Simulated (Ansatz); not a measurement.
Reaction (formal exchange of groups at the Si–Si bond): `C[SiH2][SiH]1C=N1` + `C=CNC` → `C=CN[SiH2]C` + `C[SiH]1C=N1`

Gas-phase electronic energies from Ansatz, PBE0-D4/def2-TZVP geometries. CCSD(T)/CBS adds triple-zeta CCSD(T) − MP2 to the extrapolated MP2 energy (def2 sets, frozen cores). Functionals use def2-TZVPP. B3LYP here is the variant with VWN-RPA as its local correlation; programs differ in this. One conformer a species, not always the lowest.

```csv
level,ΔE (kcal/mol),difference from CCSD(T)/CBS
r2SCAN-D4,-28.1,1.7
PBE0-D4,-26.2,3.6
B3LYP-D4,-28.3,1.5
ωB97X-V,-28.9,0.9
B2PLYP,-29.5,0.3
PBE,-23.8,6.0
PBE0,-26.1,3.7
B3LYP,-28.1,1.7
HF/def2-TZVPP,-32.6,-2.8
MP2/def2-TZVPP,-31.5,-1.7
CCSD/def2-TZVPP,-30.1,-0.3
CCSD(T)/def2-TZVPP,-29.2,0.6
HF/def2-QZVPP,-32.9,-3.1
MP2/def2-QZVPP,-32.0,-2.2
SCS-MP2/def2-QZVPP,-31.5,-1.7
CCSD/CBS(def2),-30.7,-0.9
CCSD(T)/CBS,-29.8,0
```

Largest T1 diagnostic among the species: 0.016.

From PBE to PBE0 (25 % exact exchange), in def2-TZVPP and without D4, ΔE moves by −2.3 kcal/mol. In def2-TZVPP, CCSD(T) changes the Hartree–Fock value by +3.4 kcal/mol (the triples alone add +0.9 kcal/mol) and MP2 by +1.1 kcal/mol.
